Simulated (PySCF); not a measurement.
Sn(Me)2(OMe)2, SMILES C[O][Sn]([CH3])([O]C)[CH3] (C4H12O2Sn), GFN2-xTB optimised geometry.

```
19

C     -0.99     2.09     0.98
O     -1.29     1.13     0.00
Sn    -0.67    -0.81     0.00
C     -1.86    -2.02     1.40
C      1.55    -0.81     0.00
O     -1.35    -1.47    -1.76
C     -1.43    -0.74    -2.96
H     -1.42     3.03     0.63
H      0.09     2.23     1.11
H     -1.43     1.84     1.95
H     -1.40    -2.03     2.38
H     -1.92    -3.03     1.00
H     -2.86    -1.59     1.45
H      1.89     0.02    -0.61
H      1.89    -1.75    -0.43
H      1.92    -0.71     1.01
H     -2.06    -1.32    -3.63
H     -1.88     0.24    -2.81
H     -0.45    -0.62    -3.42
```

Density from CAM-B3LYP/def2-SVP, def2 effective core potentials past Kr (PySCF) at that geometry. The core electrons that the potentials of Sn replace are not part of the density.

Minimum of the electron density along straight lines between bonded atoms, close to the bond critical point (lines longer than 1.1 times the sum of covalent radii, or with two minima, are not listed):

| bond | length / Å | ρ at the minimum / e bohr⁻³ | ∇²ρ there / e bohr⁻⁵ | position (fraction from the first atom) |
|---|---|---|---|---|
| C1–O2 | 1.397 | 0.265 | -0.48 | 0.35 |
| O2–Sn3 | 2.044 | 0.093 | (withheld) | 0.49 |
| Sn3–C4 | 2.200 | 0.095 | (withheld) | 0.50 |
| Sn3–C5 | 2.221 | 0.091 | 0.10 | 0.50 |
| Sn3–O6 | 2.003 | 0.101 | 0.54 | 0.51 |
| O6–C7 | 1.402 | 0.260 | (withheld) | 0.66 |
| C1–H8 | 1.092 | 0.282 | -1.08 | 0.64 |
| C1–H9 | 1.094 | 0.280 | -1.05 | 0.63 |
| C1–H10 | 1.093 | 0.280 | -1.05 | 0.63 |
| C4–H11 | 1.085 | 0.275 | -1.02 | 0.63 |
| C4–H12 | 1.083 | 0.276 | -1.03 | 0.64 |
| C4–H13 | 1.086 | 0.275 | -1.03 | 0.64 |
| C5–H14 | 1.086 | 0.274 | -1.02 | 0.64 |
| C5–H15 | 1.084 | 0.275 | -1.03 | 0.64 |
| C5–H16 | 1.084 | 0.275 | -1.02 | 0.63 |
| C7–H17 | 1.092 | 0.282 | -1.08 | 0.64 |
| C7–H18 | 1.091 | 0.283 | -1.09 | 0.64 |
| C7–H19 | 1.093 | 0.280 | -1.05 | 0.63 |

### Question
Fill in the missing entries.

### Answer

- O2–Sn3, ∇²ρ there / e bohr⁻⁵: 0.46
- Sn3–C4, ∇²ρ there / e bohr⁻⁵: 0.11
- O6–C7, ∇²ρ there / e bohr⁻⁵: -0.44
